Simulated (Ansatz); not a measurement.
Mulliken charges of `[BH2][InH][O][ZnH]` from ωB97M-V/def2-TZVPP in Ansatz (PBE0-D4/def2-TZVP geometry).

```
atom   x (Å)   y (Å)   z (Å)  charge (e)
  B1  -0.735   2.260  -0.228      -0.213
 In2   0.635   0.487  -0.210       0.519
  O3  -0.325  -1.186   0.264      -0.652
 Zn4   0.047  -2.892   0.473       0.343
  H5  -1.324   2.584  -1.217       0.094
  H6  -0.920   2.915   0.755       0.094
  H7   2.314   0.204  -0.505      -0.110
  H8   0.308  -4.373   0.668      -0.076
```

Question: By hand: the dipole of these point charges (1 e Å = 4.8032 D).

Answer: Σ q r = (0.225, 0.380, -0.109) e Å, of length 0.455 e Å = 2.19 D.

Question: How does the dipole of the full density compare? (Best estimate.)

Answer: The calculation gave: (0.092, 0.258, -0.062) e Å, 1.35 D; the point charges give 1.62 times that, at 11° from its direction.

Point charges leave out the atoms' own dipoles, such as those of lone pairs, and Mulliken's split depends on the basis, so the two needn't agree.
